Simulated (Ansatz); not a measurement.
Coupled-cluster diagnostics for cis-PdH2(NH3)2 (PdN2H8), Ansatz.

Geometry of the singlet (r2SCAN-D4/def2-SVP):

Cartesian coordinates in Å:
```
N -1.7029 -0.0101 0.3129
N 1.4346 0.9644 -0.0981
Pd 0.2558 -0.9100 -0.2050
H 1.5039 -1.7328 -0.5781
H -0.3664 -2.3138 -0.3326
H -2.3444 -0.2271 -0.4517
H -1.8018 0.9876 0.5098
H -2.0555 -0.5106 1.1305
H 1.8971 1.0785 -1.0017
H 2.1789 0.8127 0.5849
H 1.0008 1.8612 0.1291
```

In the def2 sets Pd takes a core potential; there is no spin–orbit coupling. Correlated methods freeze 2 core orbitals; core or outer-core shells of Pd are correlated, in sets that lack core-valence functions.

(1) Estimate the CCSD(T) correlation energy, the shares of MP2 and (T), T1 and the reference's ⟨S²⟩ for: charge 0, singlet, own geometry in def2-TZVP; and the rough time on 2 threads of Intel Xeon Platinum 8375C on a shared host.

Results:

(1) 
| state | basis | correlation (eV) | MP2 share (%) | (T) share (%) | T1 | ⟨S²⟩ (pure) | wall time |
| --- | --- | --- | --- | --- | --- | --- | --- |
| charge 0, singlet, own geometry | def2-TZVP | -28.474 | 97.7 | 3.2 | 0.018 | 0.00 (0.00) | 41 s |
Customary marks for T1 are 0.02 (closed shells), 0.045 (open shells) and about 0.05 (3d metals). T1 stays under 0.02 throughout.
